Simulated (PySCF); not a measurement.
Input for PySCF: R-B3LYP/LANL2DZ on H3NOSi (SMILES N[Si]O), a point of a torsion scan.

```python
from pyscf import gto, scf, dft, mp
from pyscf.data.elements import chemcore

mol = gto.M(
    atom='''
    N    -1.01854652   -0.04109407    0.19750847
    Si    0.38364777   -0.94400110    0.59381396
    O     1.53929630   -0.10614714   -0.22959724
    H    -1.94589730   -0.30633412    0.48084228
    H    -1.01934904    0.78479703   -0.38854607
    H     2.04458212    0.62692280    0.10407493
    ''',
    basis='lanl2dz',
    ecp={'Si': 'lanl2dz'},
    charge=0, spin=0, verbose=3, max_memory=1800)
mf = dft.RKS(mol, xc='b3lyp')
mf.conv_tol = 1e-8
mf.max_cycle = 100
mf.kernel()
if not mf.converged:
    mf = mf.newton().run(mf.mo_coeff, mf.mo_occ)
```

Program output:

```
converged SCF energy = -135.682384824304
```

The run converged.

Cost: around 1.9 core-seconds (rough).
